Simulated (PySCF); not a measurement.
## UHF on Mn (manganese, neutral)

Configuration: [Ar] 3d6 4s1, high-spin 6D determinant (an excited configuration). All numbers are calculated (PySCF 2.14, the non-relativistic Hamiltonian (point nucleus), in def2-TZVPPD (6s6p4d2f1g, 67 functions)).

| Item | Value |
| --- | --- |
| Total energy | -1149.730172 hartree |
| One-electron energy | -1589.5195 hartree |
| Hartree (Coulomb) energy | 490.8614 hartree |
| Exchange energy | -51.0720 hartree |
| Kinetic energy | 1149.49033 hartree |
| ⟨S²⟩ | 8.7603 |
| ⟨L²⟩ | 6.025 |
| Sum of ⟨r⟩ | 20.69 bohr |
| Sum of ⟨r²⟩ | 36.61 bohr² |
| Traceless quadrupole moment −½Σ⟨3z² − r²⟩ along its main axis | 0.652 e·bohr² |
| Density at the nucleus (Gaussians lack the cusp) | 10300 bohr⁻³ |
| Spin density at the nucleus | 2.27 bohr⁻³ |
| Langevin diamagnetic susceptibility | -29.0 ×10⁻⁶ cm³/mol |

```tsv
shell	electrons	mean orbital energy (eV)	spread (eV)	rms radius, mean of both spins (bohr)
1s α	1	-6540.7	0	0.0713
1s β	1	-6540.6	0	0.0713
2s α	1	-788.22	0	0.305
2s β	1	-785.49	0	0.305
2p α	3	-671.36	0.692	0.274
2p β	3	-668.72	0.007	0.274
3s α	1	-102.97	0	0.930
3s β	1	-94.364	0	0.930
3p α	3	-67.823	1.714	1.00
3p β	3	-57.508	1.259	1.00
3d α	5	-11.494	2.062	1.49
3d β	1	-6.181	0	1.49
4s α	1	-6.163	0	3.85
```

Spin-orbit constants ζ (cm⁻¹) from the X2C one-electron operator on these orbitals (non-relativistic here): bare nucleus, nucleus screened by l(l+1)(2l+1)/3 electrons, and screened by the Breit-Pauli mean field of the electrons.

```csv
shell,bare,screened nucleus,mean field
2p,57030,52470,50320
3p,6636,6105,5812
3d,541.8,325.1,287.3
```

To first order the Landé constant is A = -57.46 cm⁻¹, so the lowest level has J = 9/2 and lies 0.0356 eV below the centre of the term. This holds in LS coupling only.
